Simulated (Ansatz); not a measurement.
C₃H₈Si, triplet, at the geometry of the source list (a higher spin typed on purpose: for a closed-shell molecule this is an excited state). Base run: HF/6-31G** run with Ansatz (a program for electronic structure).

Geometry (Å):
```xyz
12

C      0.7308     0.2853     0.7814
C      0.8129    -0.8190    -0.2921
Si    -0.9818    -0.4553    -0.8425
C     -0.5664     0.9913     0.3369
H      1.6012     0.9411     0.8028
H      0.6141    -0.1487     1.7744
H      1.5606    -0.5917    -1.0507
H      1.0461    -1.8048     0.1051
H     -1.9868    -1.3952    -0.3416
H     -1.2175    -0.1449    -2.2526
H     -0.3616     1.9310    -0.1741
H     -1.2517     1.2109     1.1531
```
Charge 0, spin multiplicity 3.
Orbitals are unrestricted.
All else is at Ansatz's defaults.

The base run was repeated with changes; each row names its change, and settings that it needs were set with it.

```json
[
 {"change": "base", "basis functions": "104", "E (Eh)": "-406.91959", "core-seconds (rough)": "10"},
 {"change": "basis = 3-21G", "basis functions": "56", "E (Eh)": "-404.72829", "core-seconds (rough)": "2"},
 {"change": "basis = cc-pVDZ", "basis functions": "100", "E (Eh)": "-406.92533", "core-seconds (rough)": "20"},
 {"change": "basis = cc-pV(D+d)Z", "basis functions": "105", "E (Eh)": "-406.93490", "core-seconds (rough)": "10"},
 {"change": "basis = def2-SVPD", "basis functions": "148", "E (Eh)": "-406.75853", "core-seconds (rough)": "30"},
 {"change": "basis = 6-311++G**", "basis functions": "153", "E (Eh)": "-406.97018", "core-seconds (rough)": "40"},
 {"change": "basis = 6-311+G(2d,p)", "basis functions": "[?]", "E (Eh)": "[?]", "core-seconds (rough)": "40"},
 {"change": "basis = aug-pcseg-1", "basis functions": "168", "E (Eh)": "[?]", "core-seconds (rough)": "60"},
 {"change": "basis = aug-cc-pVDZ", "basis functions": "168", "E (Eh)": "[?]", "core-seconds (rough)": "50"},
 {"change": "basis = def2-TZVP", "basis functions": "[?]", "E (Eh)": "[?]", "core-seconds (rough)": "40"},
 {"change": "basis = def2-TZVPD", "basis functions": "226", "E (Eh)": "-406.98981", "core-seconds (rough)": "50"},
 {"change": "basis = pc-2", "basis functions": "236", "E (Eh)": "-406.98558", "core-seconds (rough)": "80"},
 {"change": "basis = def2-TZVPP", "basis functions": "247", "E (Eh)": "-406.98889", "core-seconds (rough)": "50"}
]
```

Q: Fill in the missing entries.

A: 
- basis = 6-311+G(2d,p), basis functions: 164
- basis = 6-311+G(2d,p), E (Eh): -406.97726
- basis = aug-pcseg-1, E (Eh): -406.88460
- basis = aug-cc-pVDZ, E (Eh): -406.94422
- basis = def2-TZVP, basis functions: 178
- basis = def2-TZVP, E (Eh): -406.98612

Totals compare only among sets that treat the same electrons; sets with core potentials leave the core out.
